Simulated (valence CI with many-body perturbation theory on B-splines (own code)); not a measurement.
E1 transitions of Hg⁴⁸⁺

Method: relativistic CI+MBPT: four valence electrons over a frozen Dirac-Fock core [Ar] 3d10, radial functions for each j: 11 s, 11 p, 10 d, 8 f, 5 g, 2 h, with the one-electron correlation potential Σ1, the two-electron term Σ2, the three-electron term Σ3, Breit, model QED; selected CI, second order for the rest, scaled by the run's own slope (own B-spline code, finite nucleus).

No measured spectrum was set against this ion. As an estimate, large intervals hold to a few tenths of a per cent, small ones and those within an open d or f shell to about a per cent. Among the levels kept, up to 390 cm⁻¹ of a level comes from second order outside the variational space, and about a tenth of that is noise between levels of different J, which matters for small intervals.

Lines 51 to 100 of 561 in falling wavelength, among levels below 6777.1 × 10³ cm⁻¹, chosen from the strongest by gf and those to the six lowest levels. Wavelengths and rates use the calculated energies. Electric multipoles are in the length gauge, E1 and E2 with the static RPA response of the core. Weak lines are less certain than strong ones. Lines between different terms over intervals too small for the method are left out, as are lines whose strength nearly cancels. Where a level lies close to another of its J and parity, the split of strength between their lines is uncertain. The highest levels of a list are the least certain.

Levels are named by their leading jj configuration (3d3/2^4 stands for four electrons in 3d with j = 3/2), which in mixed levels can hold well under half, so a name can repeat and another be missing. Letters in brackets count levels of one name in rising energy.

| λ vac (nm) | Upper | Lower | A (s⁻¹) | S (a.u.) |
| --- | --- | --- | --- | --- |
| 10.17 | (4s 4p1/2 4p3/2 4d5/2) J=4 [b] | (4s^2 4p3/2 4d5/2) J=4 | 1.26e+10 | 5.89e-02 |
| 10.17 | (4s 4p1/2 4d5/2^2) J=3 [b] | (4s^2 4d5/2^2) J=4 [a] | 2.00e+10 | 7.26e-02 |
| 10.17 | (4s 4p1/2 4p3/2 4d5/2) J=2 [d] | (4s^2 4p3/2 4d5/2) J=3 | 2.91e+10 | 7.56e-02 |
| 10.13 | (4p1/2^2 4p3/2 4d5/2) J=3 | (4s 4p1/2 4p3/2 4d5/2) J=4 [c] | 2.93e+10 | 1.05e-01 |
| 10.04 | (4s 4p1/2^2 4p3/2) J=1 | (4s^2 4p1/2 4p3/2) J=2 | 4.71e+10 | 7.05e-02 |
| 9.979 | (4s 4p1/2 4p3/2^2) J=1 [a] | (4s^2 4p3/2^2) J=2 | 1.44e+10 | 2.12e-02 |
| 9.939 | (4s 4p1/2 4p3/2 4f7/2) J=3 [d] | (4s^2 4p3/2 4f7/2) J=4 | 2.19e+10 | 7.43e-02 |
| 9.856 | (4p1/2 4p3/2^3) J=1 | (4s 4p3/2^3) J=2 | 4.79e+10 | 6.79e-02 |
| 9.853 | (4p1/2 4p3/2^3) J=2 | (4s 4p3/2^3) J=2 | 3.00e+10 | 7.08e-02 |
| 9.837 | (4p1/2^2 4p3/2 4d5/2) J=2 | (4s 4p1/2 4p3/2 4d5/2) J=3 [a] | 4.43e+10 | 1.04e-01 |
| 9.802 | (4s 4p1/2 4p3/2^2) J=2 [b] | (4s^2 4p3/2^2) J=2 | 2.80e+10 | 6.52e-02 |
| 9.674 | (4s 4p1/2 4p3/2^2) J=1 [b] | (4s^2 4p3/2^2) J=2 | 2.20e+10 | 2.95e-02 |
| 9.664 | (4s 4p1/2 4p3/2 4d5/2) J=3 [c] | (4s^2 4p3/2 4d5/2) J=4 | 2.71e+10 | 8.44e-02 |
| 9.661 | (4p1/2^2 4p3/2^2) J=2 | (4s 4p1/2 4p3/2^2) J=3 | 6.59e+10 | 1.47e-01 |
| 9.661 | (4s 4p1/2^2 4p3/2) J=1 | (4s^2 4p1/2 4p3/2) J=1 | 1.27e+10 | 1.69e-02 |
| 9.604 | (4p1/2^2 4p3/2 4d5/2) J=4 | (4s 4p1/2 4p3/2 4d5/2) J=5 | 6.68e+10 | 2.63e-01 |
| 9.588 | (4s 4p1/2 4p3/2 4d5/2) J=4 [c] | (4s^2 4p3/2 4d5/2) J=4 | 1.31e+10 | 5.14e-02 |
| 9.553 | (4p1/2^2 4p3/2 4d5/2) J=3 | (4s 4p1/2 4p3/2 4d5/2) J=4 [b] | 3.10e+10 | 9.32e-02 |
| 9.486 | (4s 4p1/2 4p3/2 4d3/2) J=2 [d] | (4s^2 4p3/2 4d3/2) J=3 | 3.42e+10 | 7.20e-02 |
| 9.469 | (4p1/2^2 4p3/2 4d3/2) J=2 | (4s 4p1/2 4p3/2 4d3/2) J=3 [a] | 4.65e+10 | 9.74e-02 |
| 9.448 | (4p1/2^2 4p3/2 4d3/2) J=3 | (4s 4p1/2 4p3/2 4d3/2) J=4 | 6.95e+10 | 2.02e-01 |
| 8.836 | (4p1/2^2 4p3/2 4d5/2) J=4 | (4s 4p1/2 4p3/2 4d5/2) J=4 [a] | 2.77e+10 | 8.48e-02 |
| 7.781 | (4s 4p1/2^2 4d3/2) J=1 | (4s 4p1/2^2 4p3/2) J=1 | 2.89e+10 | 2.01e-02 |
| 7.588 | (4s 4p1/2^2 4d3/2) J=2 | (4s 4p1/2^2 4p3/2) J=1 | 1.76e+09 | 1.90e-03 |
| 7.322 | (4s 4p1/2 4d3/2 4d5/2) J=4 [b] | (4s 4p1/2 4p3/2 4d5/2) J=4 [b] | 2.63e+10 | 4.59e-02 |
| 7.310 | (4s^2 4p1/2 4d3/2) J=2 | (4s^2 4p1/2 4p3/2) J=2 | 1.92e+10 | 1.85e-02 |
| 7.109 | (4s^2 4p1/2 4d3/2) J=2 | (4s^2 4p1/2 4p3/2) J=1 | 1.47e+09 | 1.30e-03 |
| 7.055 | (4s 4p1/2^2 4d3/2) J=1 | (4s 4p1/2^2 4p3/2) J=2 | 8.97e+09 | 4.66e-03 |
| 6.896 | (4s 4p1/2^2 4d3/2) J=2 | (4s 4p1/2^2 4p3/2) J=2 | 3.54e+10 | 2.87e-02 |
| 6.812 | (4s 4p1/2 4d3/2 4d5/2) J=5 | (4s 4p1/2 4p3/2 4d5/2) J=5 | 3.71e+10 | 6.37e-02 |
| 6.744 | (4s^2 4p3/2 4d3/2) J=2 | (4s^2 4p3/2^2) J=2 | 4.05e+09 | 3.07e-03 |
| 6.675 | (4s^2 4p3/2 4d3/2) J=1 | (4s^2 4p3/2^2) J=2 | 1.27e+10 | 5.58e-03 |
| 6.659 | (4s^2 4p3/2 4d3/2) J=3 | (4s^2 4p3/2^2) J=2 | 1.72e+08 | 1.75e-04 |
| 6.511 | (4s^2 4p1/2 4d3/2) J=1 | (4s^2 4p1/2 4p3/2) J=2 | 1.22e+08 | 4.99e-05 |
| 6.384 | (4s 4p1/2 4d3/2 4d5/2) J=4 [b] | (4s 4p1/2 4p3/2 4d3/2) J=3 [c] | 4.11e+10 | 4.75e-02 |
| 6.350 | (4s^2 4p1/2 4d3/2) J=1 | (4s^2 4p1/2 4p3/2) J=1 | 1.38e+10 | 5.24e-03 |
| 6.343 | (4s 4p1/2 4p3/2 4f7/2) J=4 [b] | (4s 4p1/2 4p3/2 4d5/2) J=4 [b] | 4.00e+10 | 4.53e-02 |
| 6.293 | (4s 4p1/2 4d3/2 4d5/2) J=3 [b] | (4s 4p1/2 4p3/2 4d3/2) J=3 [c] | 4.08e+10 | 3.51e-02 |
| 6.259 | (4s 4p1/2 4p3/2 4f7/2) J=2 [b] | (4s 4p1/2 4p3/2 4d5/2) J=1 [a] | 6.79e+10 | 4.11e-02 |
| 6.247 | (4s 4p1/2 4p3/2 4d5/2) J=2 [b] | (4s 4p1/2 4p3/2^2) J=2 [b] | 7.25e+10 | 4.36e-02 |
| 6.237 | (4s 4p1/2^2 4f7/2) J=3 | (4s 4p1/2^2 4d5/2) J=2 | 1.70e+11 | 1.42e-01 |
| 6.207 | (4s 4p1/2 4p3/2 4f7/2) J=4 [c] | (4s 4p1/2 4p3/2 4d5/2) J=4 [c] | 6.13e+10 | 6.51e-02 |
| 6.202 | (4s 4p1/2 4p3/2 4f7/2) J=3 [d] | (4s 4p1/2 4p3/2 4d5/2) J=3 [c] | 4.78e+10 | 3.94e-02 |
| 6.181 | (4s 4p1/2 4p3/2 4f7/2) J=3 [c] | (4s 4p1/2 4p3/2 4d5/2) J=2 [b] | 4.72e+10 | 3.85e-02 |
| 6.166 | (4s^2 4p1/2 4f7/2) J=4 | (4s^2 4p1/2 4d5/2) J=3 | 1.40e+11 | 1.46e-01 |
| 6.134 | (4s^2 4p1/2 4f7/2) J=3 | (4s^2 4p1/2 4d5/2) J=2 | 1.56e+11 | 1.24e-01 |
| 6.128 | (4s 4p1/2 4p3/2 4f7/2) J=3 [c] | (4s 4p1/2 4p3/2 4d5/2) J=3 [b] | 4.59e+10 | 3.65e-02 |
| 6.128 | (4s 4p1/2 4p3/2 4f7/2) J=5 [c] | (4s 4p1/2 4p3/2 4d5/2) J=4 [c] | 3.17e+10 | 3.96e-02 |
| 6.094 | (4s^2 4p3/2 4f7/2) J=4 | (4s^2 4p3/2 4d5/2) J=4 | 5.03e+10 | 5.05e-02 |
| 6.094 | (4s 4p1/2 4p3/2 4f7/2) J=3 [b] | (4s 4p1/2 4p3/2 4d5/2) J=2 [a] | 9.59e+10 | 7.50e-02 |
